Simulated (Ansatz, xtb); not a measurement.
# Two structures of CHFInSi

We compare a, a doublet given by its coordinates, with b, `F/[Si]=[CH]/[In]`, a doublet. Both are isolated molecules in the gas phase, relaxed with PBE0-D3(BJ)/def2-SVP.

a (Å):

```xyz
5

C    -0.0596    3.4864    0.0937
F    -2.3477    2.5083    1.0454
In   -0.6167    3.9269    2.1847
Si   -1.4237    2.5156   -0.4019
H     0.8453    3.8212   -0.4253
```

Close contacts (Å): C1–In3 2.21, C1–Si4 1.75, F2–In3 2.51, F2–Si4 1.72, In3–Si4 3.06, C1–H5 1.10.

b (Å):

```yaml
atoms:
  - { symbol: C, position_ang: [0.3916, 0.0666, -0.0494] }
  - { symbol: F, position_ang: [-1.7430, 2.0221, -0.8498] }
  - { symbol: In, position_ang: [1.0016, -2.0127, 0.3998] }
  - { symbol: Si, position_ang: [-1.2009, 0.5217, -0.5038] }
  - { symbol: H, position_ang: [1.0828, 0.9298, -0.0016] }
```

Q: Estimate which is lower in electronic energy at CCSD(T)/def2-SVP, and by roughly how much.

A: The CCSD(T)/def2-SVP calculation puts structure a lower, by 0.526 eV.

Level by level:

```tsv
level	geometry	E(b) − E(a) (eV)	departure from the last row (eV)	job, with rough time for the two
PBE0-D3(BJ)/def2-SVP	PBE0-D3(BJ)/def2-SVP	+0.547	+0.021	optimisation, 2.3 min
HF/def2-SVP	PBE0-D3(BJ)/def2-SVP	+0.311	−0.214	part of the CCSD(T) run
MP2/def2-SVP	PBE0-D3(BJ)/def2-SVP	+0.315	−0.211	part of the CCSD(T) run
CCSD(T)/def2-SVP	PBE0-D3(BJ)/def2-SVP	+0.526		single point, 43 s
```

The levels shown agree on the order. The largest departure from CCSD(T)/def2-SVP is that of HF/def2-SVP, 0.214 eV. Levels run at GFN2-xTB geometries aren't shown. MP2 in a larger basis moves the difference by −0.194 eV, a step that isn't added because spin contamination makes open-shell MP2 unreliable in this search.

With harmonic frequencies from PBE0-D3(BJ)/def2-SVP (ideal gas, rigid rotor, one conformer each, 298.15 K, 1 atm): on the last row, ΔE + ΔZPE = +0.503, ΔH = +0.518, ΔG = +0.468 eV.

The T1 diagnostic of structure a is large, so the coupled-cluster value is less sure. Open shells are spin-unrestricted, with notable spin contamination under HF/def2-SVP, MP2/def2-SVP, CCSD(T)/def2-SVP. The correlated steps freeze 11 core orbitals; the filled d shell of In is correlated, in a basis made for valence electrons. Atoms past krypton carry core potentials in the def2 sets and no spin–orbit term is included. Run with Ansatz 0.2.0; the last row on 1 thread of Intel(R) Xeon(R) Platinum 8375C CPU @ 2.90GHz (Ice Lake) on a shared host.
